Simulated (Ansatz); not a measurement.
H4Si2 (SMILES [SiH][SiH3]) moved off its minimum; all values from Ansatz (a first-principles code), cores frozen in correlated methods.
(charge 0, multiplicity 1)
```xyz
6

Si     0.0061     1.0069     0.7978
H     -0.4357     1.8519    -0.3985
Si     0.0178    -0.8807    -0.5495
H      0.9472    -0.6571    -1.6793
H     -1.2872    -1.1009    -1.1202
H      0.4357    -2.2365     0.1051
```

```csv
level,largest force (eV/Å),on atom,rms difference from CCSD(T)/aug-cc-pV(T+d)Z (eV/Å),dipole (D)
HF/def2-TZVPP,2.17,Si3,0.135,0.30
PBE/def2-TZVPP,1.69,Si3,0.165,0.29
r2SCAN/def2-TZVPP,1.74,Si3,0.080,0.30
B3LYP/def2-TZVPP,1.81,Si3,0.020,0.32
wB97M-V/def2-TZVPP,1.77,Si3,0.058,0.39
MP2/aug-cc-pV(T+d)Z,1.93,Si3,0.063,0.32
CCSD(T)/aug-cc-pV(T+d)Z,1.86,Si3,0.000,0.32
```

The differences count from one level among others, with limits of its own. Forces at CCSD(T)/aug-cc-pV(T+d)Z (eV/Å):

```json
[
 {"atom": "Si1", "Fx": "-0.001", "Fy": "0.690", "Fz": "0.476"},
 {"atom": "H2", "Fx": "0.030", "Fy": "-0.144", "Fz": "0.061"},
 {"atom": "Si3", "Fx": "0.957", "Fy": "-1.579", "Fz": "0.259"},
 {"atom": "H4", "Fx": "0.164", "Fy": "0.062", "Fz": "-0.116"},
 {"atom": "H5", "Fx": "-0.880", "Fy": "-0.091", "Fz": "-0.330"},
 {"atom": "H6", "Fx": "-0.270", "Fy": "1.061", "Fz": "-0.350"}
]
```

Doubts at one or more of the structures used: a restricted determinant that unrestricted orbitals would lower (MP2/aug-cc-pV(T+d)Z, CCSD(T)/aug-cc-pV(T+d)Z).
